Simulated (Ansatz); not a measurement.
TcCl, multiplicity 7 (lowest of 2S+1 = 1, 3, 5, 7 at CCSD(T)/def2-TZVPP on PBE0 minima; our sources give no spin for the ground state, which may be another), most abundant isotopes (96.9064 and 34.9689 u). Constants from fifth-degree fits in 1/R to seven points on the lowest solution found; no spin–orbit coupling, no relativity up to Kr; ω_e x_e and α_e move by some per cent with the fit.

Correlated levels freeze the inner cores; with def2 sets outer-core shells near the valence are correlated too. CBS: X⁻³ extrapolation of the correlation energy, Hartree–Fock from the larger set.

Codes used: Ansatz (Gaussian basis) for Hartree–Fock, density functionals and correlated methods.  In def2 rows elements past Kr take small-core potentials, without spin–orbit coupling.

```json
[
 {"level": "PBE/def2-TZVPP", "r_e (Å)": "2.3425", "ω_e (cm⁻¹)": "335.7", "ω_e x_e (cm⁻¹)": "1.17", "α_e (cm⁻¹)": "0.000579"},
 {"level": "CCSD(T)/CBS(def2-TZVPP, def2-QZVPP)", "r_e (Å)": "2.3609", "ω_e (cm⁻¹)": "343.0", "ω_e x_e (cm⁻¹)": "1.05", "α_e (cm⁻¹)": "0.000510"}
]
```

Task: Derive the rotational constants, the centrifugal constant, the fundamental, the zero-point energy and the force constant.

Result: 
μ = 25.69629 u.
- PBE/def2-TZVPP: B_e = 16.8576/(μ r_e²) = 0.11956 cm⁻¹; B₀ = B_e − α_e/2 = 0.11927 cm⁻¹; D = 4B_e³/ω_e² = 6.07e-08 cm⁻¹; fundamental ω_e − 2ω_e x_e = 333 cm⁻¹; zero-point energy ω_e/2 − ω_e x_e/4 = 168 cm⁻¹; k = μ(2πcω_e)² = 171 N/m
- CCSD(T)/CBS(def2-TZVPP, def2-QZVPP): B_e = 16.8576/(μ r_e²) = 0.11769 cm⁻¹; B₀ = B_e − α_e/2 = 0.11744 cm⁻¹; D = 4B_e³/ω_e² = 5.54e-08 cm⁻¹; fundamental ω_e − 2ω_e x_e = 341 cm⁻¹; zero-point energy ω_e/2 − ω_e x_e/4 = 171 cm⁻¹; k = μ(2πcω_e)² = 178 N/m

Ansatz is a quantum-chemistry and plane-wave program.
